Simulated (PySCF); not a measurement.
# Cd₂Te, triplet: structure and spectrum

Level of theory: PySCF, UPBE0, basis Te def2-SVP with ECP28, Cd def2-SVP with ECP28 (scalar-relativistic core potentials, no spin–orbit coupling, density fitting).

The structure is a minimum.

```xyz
3
charge 0 multiplicity 3, angstrom
Te    0.0000    0.0000   -1.2552
Cd    1.9552    0.0000    0.7197
Cd   -1.9552    0.0000    0.7197
```

```json
{
 "Point group": "C2v",
 "Bond lengths": "Te–Cd 2.779 Å (×2)",
 "Bond angles": "Cd–Te–Cd 89.4°",
 "Principal quadrupole moments (Buckingham, traceless) about the centre of mass": "-3.33, -3.22, 6.55 D Å",
 "Enthalpy at 298.15 K above 0 K": "15.65 kJ/mol",
 "Dipole moment": "2.01 D",
 "Rotational constants": "0.05224, 0.01936, 0.01412 cm⁻¹",
 "Rotational symmetry number": "2",
 "Principal polarisabilities": "90.9, 132.5, 183.5 bohr³",
 "Zero-point energy": "1.9 kJ/mol",
 "Atomisation energy without zero-point energy": "135 kJ/mol",
 "Lowest empty level (β)": "-3.25 eV",
 "Spin squared ⟨S²⟩": "2.013",
 "Entropy at 298.15 K and 1 bar (electronic part: spin only)": "363.0 J/(mol K)",
 "Heat capacity Cp at 298.15 K": "57.5 J/(mol K)",
 "Highest occupied level (α)": "-5.45 eV"
}
```

Harmonic modes (masses in u: Te 129.906, Cd 113.903):
```
symmetry  ω (cm⁻¹)  IR (km/mol)     type
      a1        30          0.0     bend
      b2       143          8.3  stretch
      a1       144          2.0  stretch
```

In C2v the vibrations span 2a1 + b2. Here b1 is antisymmetric to the molecular plane and b2 lies in it.

Charges (e):
```csv
atom,Mulliken,Löwdin,polar tensor,spin (Mulliken),Mayer order to Te1
Te1,-0.38,-0.09,-0.45,0.82,–
"Cd2,3",0.19,0.05,0.23,0.59,0.92
```

Mulliken populations on Te1 (electrons outside its core potential): s 3.94, p 10.41, d 10.04.

Outer orbital energies (eV). α occupied: -14.79, -14.79, -14.53, -8.45, -8.42, -6.16, -5.61, -5.45; empty: -1.52, -0.82, -0.72, -0.07. β occupied: -14.74, -14.72, -14.69, -14.68, -14.26, -7.73, -7.64, -5.88; empty: -3.25, -3.06, -1.11, -0.42.

This need not be the most stable arrangement of these atoms. With an element this heavy the missing spin–orbit coupling can shift these numbers.

The final relaxation and frequency run took about 2.3 core-minutes on a shared host.
